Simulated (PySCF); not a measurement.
C2H6BrInO (SMILES C[CH2][In]([OH])[Br]), singlet, geometry from GFN2-xTB (such geometries of metal compounds can be far from the true shape) (all electrons, no relativity); CASSCF(8,6)/STO-3G run with PySCF.

The PySCF input:
```python
from pyscf import gto, scf, mcscf
import numpy

mol = gto.M(
    atom='''
In   -0.290212    0.024836   -0.269300
Br    1.383843    0.353809    1.539750
C    -0.706944   -1.805259   -1.549417
C    -1.794352   -1.523346   -2.559211
H    -0.981726   -2.592823   -0.851239
H     0.242122   -2.055383   -2.018086
H    -1.506225   -0.715652   -3.234651
H    -2.729062   -1.249009   -2.066532
H    -1.979701   -2.415623   -3.160201
O    -1.283999    1.702853   -0.451586
H    -1.979743    1.777042   -1.100394
''',
    basis='sto-3g',
    charge=0,
    spin=0,
    verbose=4,
)

mf = scf.RHF(mol)
mf.kernel()
mc = mcscf.CASSCF(mf, 6, 8)
mc.fix_spin_(ss=0.0)
mc.kernel()
occ = numpy.linalg.eigvalsh(mc.fcisolver.make_rdm1(mc.ci, mc.ncas, mc.nelecas))[::-1]
ss = mc.fcisolver.spin_square(mc.ci, mc.ncas, mc.nelecas)[0]
print('natural occupations', occ.round(4), ' <S^2>', round(ss, 4))
```

Output, abridged:

```
PySCF version 2.14.0

[INPUT] verbose = 4
[INPUT] num. atoms = 11
[INPUT] num. electrons = 110
[INPUT] charge = 0
[INPUT] spin (= nelec alpha-beta = 2S) = 0
[INPUT] symmetry False subgroup None
[INPUT] Mole.unit = angstrom
[INPUT] Symbol           X                Y                Z      unit          X                Y                Z       unit  Magmom
[...]
nuclear repulsion = 810.803467152409
number of shells = 34
number of NR pGTOs = 198
number of NR cGTOs = 66
basis = sto-3g
ecp = {}

******** <class 'pyscf.scf.hf.RHF'> ********
method = RHF
initial guess = minao
damping factor = 0
level_shift factor = 0
DIIS = <class 'pyscf.scf.diis.CDIIS'>
diis_start_cycle = 1
diis_space = 8
diis_damp = 0
SCF conv_tol = 1e-09
SCF conv_tol_grad = None
SCF max_cycles = 50
direct_scf = True
direct_scf_tol = 1e-13
Set gradient conv threshold to 3.16228e-05
Initial guess from minao.
init E= -8360.57423267262
[...]
cycle= 1 E= -8379.5301651169  delta_E=  -19  |g|= 0.663  |ddm|= 3.77
[...]
cycle= 2 E= -8379.7481895449  delta_E= -0.218  |g|= 0.288  |ddm|= 1.69
[...]
cycle= 3 E= -8379.77912717793  delta_E= -0.0309  |g|= 0.0647  |ddm|= 0.475
[...]
cycle= 4 E= -8379.78227003382  delta_E= -0.00314  |g|= 0.0134  |ddm|= 0.186
[...]
cycle= 5 E= -8379.78245042616  delta_E= -0.00018  |g|= 0.00443  |ddm|= 0.0476
[...]
cycle= 6 E= -8379.78246551335  delta_E= -1.51e-05  |g|= 0.00132  |ddm|= 0.0126
[...]
cycle= 7 E= -8379.78246735057  delta_E= -1.84e-06  |g|= 0.000313  |ddm|= 0.00495
[...]
cycle= 8 E= -8379.7824674728  delta_E= -1.22e-07  |g|= 0.000117  |ddm|= 0.00125
[...]
cycle= 9 E= -8379.78246749171  delta_E= -1.89e-08  |g|= 2.68e-05  |ddm|= 0.000558
[...]
cycle= 10 E= -8379.78246749269  delta_E= -9.82e-10  |g|= 4.63e-06  |ddm|= 0.000139
[...]
Extra cycle  E= -8379.78246749271  delta_E= -1.82e-11  |g|= 2.03e-06  |ddm|= 1.22e-05
converged SCF energy = -8379.78246749271

******** <class 'pyscf.mcscf.mc1step.CASSCF'> ********
CAS (4e+4e, 6o), ncore = 51, nvir = 9
max_cycle_macro = 50
max_cycle_micro = 4
conv_tol = 1e-07
conv_tol_grad = None
orbital rotation max_stepsize = 0.02
orbital rotation threshold for CI restart = 0.01
augmented hessian ah_max_cycle = 30
augmented hessian ah_conv_tol = 1e-12
augmented hessian ah_linear dependence = 1e-14
augmented hessian ah_level shift = 1e-08
augmented hessian ah_start_tol = 2.5
augmented hessian ah_start_cycle = 3
augmented hessian ah_grad_trust_region = 3
kf_trust_region = 3
kf_interval = 4
ci_response_space = 4
ci_grad_trust_region = 3
with_dep4 0
natorb = False
canonicalization = True
sorting_mo_energy = False
ao2mo_level = 2
internal_rotation = False
******** <class 'pyscf.fci.addons.SpinPenaltyFCISolver'> ********
max. cycles = 50
conv_tol = 1e-08
davidson only = True
linear dependence = 1e-12
level shift = 0.001
max iter space = 12
nroots = 1
pspace_size = 400
spin = None
CASCI E = -8379.78837130786  S^2 = 0.0000000
Set conv_tol_grad to 0.000316228
macro iter   1 ( 21 JK    4 micro), CASSCF E = -8379.79507800636  dE = -6.70669851e-03  S^2 = 0.0000000
               |grad[o]|=0.0146  |grad[c]|=0.021  |ddm|=0.0356  |maxRot[o]|=0.297
macro iter   2 ( 21 JK    4 micro), CASSCF E = -8379.79846636055  dE = -3.38835419e-03  S^2 = 0.0000000
               |grad[o]|=0.0136  |grad[c]|=0.0598  |ddm|=0.0708  |maxRot[o]|=0.307
macro iter   3 ( 21 JK    4 micro), CASSCF E = -8379.80032601757  dE = -1.85965702e-03  S^2 = 0.0000000
               |grad[o]|=0.0107  |grad[c]|=0.0941  |ddm|=0.085  |maxRot[o]|=0.295
macro iter   4 ( 21 JK    4 micro), CASSCF E = -8379.80130144186  dE = -9.75424289e-04  S^2 = 0.0000000
               |grad[o]|=0.0106  |grad[c]|=0.0174  |ddm|=0.0148  |maxRot[o]|=0.107
macro iter   5 ( 21 JK    4 micro), CASSCF E = -8379.80167731922  dE = -3.75877356e-04  S^2 = 0.0000000
               |grad[o]|=0.00698  |grad[c]|=0.0291  |ddm|=0.0141  |maxRot[o]|=0.111
macro iter   6 ( 21 JK    4 micro), CASSCF E = -8379.80196675038  dE = -2.89431156e-04  S^2 = 0.0000000
[...]
               |grad[o]|=0.00348  |grad[c]|=0.00436  |ddm|=0.00085  |maxRot[o]|=0.0469
macro iter  33 ( 21 JK    4 micro), CASSCF E = -8379.81269351548  dE = -1.06370371e-05  S^2 = 0.0000000
               |grad[o]|=0.00328  |grad[c]|=0.00379  |ddm|=0.000103  |maxRot[o]|=0.0194
macro iter  34 ( 21 JK    4 micro), CASSCF E = -8379.81271077787  dE = -1.72623895e-05  S^2 = 0.0000000
               |grad[o]|=0.00307  |grad[c]|=0.00374  |ddm|=0.000327  |maxRot[o]|=0.0279
macro iter  35 ( 17 JK    4 micro), CASSCF E = -8379.81276015626  dE = -4.93783919e-05  S^2 = 0.0000000
               |grad[o]|=0.00292  |grad[c]|=0.0234  |ddm|=0.00282  |maxRot[o]|=0.0691
macro iter  36 ( 21 JK    4 micro), CASSCF E = -8379.81274352130  dE =  1.66349637e-05  S^2 = 0.0000000
               |grad[o]|=0.00282  |grad[c]|=0.0141  |ddm|=0.00112  |maxRot[o]|=0.0362
macro iter  37 ( 21 JK    4 micro), CASSCF E = -8379.81279372618  dE = -5.02048879e-05  S^2 = 0.0000000
               |grad[o]|=0.00263  |grad[c]|=0.00431  |ddm|=0.00106  |maxRot[o]|=0.0616
macro iter  38 ( 21 JK    4 micro), CASSCF E = -8379.81281912211  dE = -2.53959279e-05  S^2 = 0.0000000
               |grad[o]|=0.00224  |grad[c]|=0.00251  |ddm|=0.000527  |maxRot[o]|=0.0484
macro iter  39 ( 21 JK    4 micro), CASSCF E = -8379.81280396278  dE =  1.51593267e-05  S^2 = 0.0000000
               |grad[o]|=0.00188  |grad[c]|=0.00404  |ddm|=0.000491  |maxRot[o]|=0.0615
macro iter  40 ( 21 JK    4 micro), CASSCF E = -8379.81281936467  dE = -1.54018835e-05  S^2 = 0.0000000
               |grad[o]|=0.00204  |grad[c]|=0.000847  |ddm|=4.71e-05  |maxRot[o]|=0.0191
macro iter  41 ( 21 JK    4 micro), CASSCF E = -8379.81282517779  dE = -5.81311906e-06  S^2 = 0.0000000
               |grad[o]|=0.00197  |grad[c]|=0.00523  |ddm|=0.000437  |maxRot[o]|=0.0297
macro iter  42 ( 21 JK    4 micro), CASSCF E = -8379.81279465025  dE =  3.05275371e-05  S^2 = 0.0000000
               |grad[o]|=0.00174  |grad[c]|=0.0126  |ddm|=0.000495  |maxRot[o]|=0.061
macro iter  43 ( 21 JK    4 micro), CASSCF E = -8379.81281928638  dE = -2.46361251e-05  S^2 = 0.0000000
               |grad[o]|=0.00186  |grad[c]|=0.00188  |ddm|=0.000126  |maxRot[o]|=0.0383
macro iter  44 ( 21 JK    4 micro), CASSCF E = -8379.81282793683  dE = -8.65045695e-06  S^2 = 0.0000000
               |grad[o]|=0.00159  |grad[c]|=0.00164  |ddm|=0.0001  |maxRot[o]|=0.049
macro iter  45 (  7 JK    2 micro), CASSCF E = -8379.81285840757  dE = -3.04707355e-05  S^2 = 0.0000000
               |grad[o]|=0.00154  |grad[c]|=0.00996  |ddm|=0.000753  |maxRot[o]|=0.0469
macro iter  46 (  7 JK    2 micro), CASSCF E = -8379.81289364828  dE = -3.52407151e-05  S^2 = 0.0000000
               |grad[o]|=0.00146  |grad[c]|=0.0073  |ddm|=0.0016  |maxRot[o]|=0.0571
macro iter  47 (  7 JK    2 micro), CASSCF E = -8379.81292249714  dE = -2.88488573e-05  S^2 = 0.0000000
               |grad[o]|=0.00134  |grad[c]|=0.00391  |ddm|=0.00163  |maxRot[o]|=0.0633
macro iter  48 (  7 JK    2 micro), CASSCF E = -8379.81294235473  dE = -1.98575908e-05  S^2 = 0.0000000
               |grad[o]|=0.00116  |grad[c]|=0.0226  |ddm|=0.00128  |maxRot[o]|=0.066
macro iter  49 (  7 JK    2 micro), CASSCF E = -8379.81295411712  dE = -1.17623913e-05  S^2 = 0.0000000
               |grad[o]|=0.000885  |grad[c]|=0.0395  |ddm|=0.000888  |maxRot[o]|=0.0681
macro iter  50 (  7 JK    2 micro), CASSCF E = -8379.81296326637  dE = -9.14924567e-06  S^2 = 0.0000000
               |grad[o]|=0.000708  |grad[c]|=0.0485  |ddm|=0.000795  |maxRot[o]|=0.0689
1-step CASSCF not converged,  50 macro (899 JK 181 micro) steps
CASSCF canonicalization
Density matrix diagonal elements [1.97550813 1.9848368  1.99828067 1.97291784 0.02286168 0.04559488]
CASSCF energy = -8379.81296326637
CASCI E = -8379.81296326637  E(CI) = -38.0725696066620  S^2 = 0.0000000
natural occupations [2.     1.9988 1.9782 1.9602 0.0444 0.0184]  <S^2> 0.0
```

The run did not converge; its last values are not results.
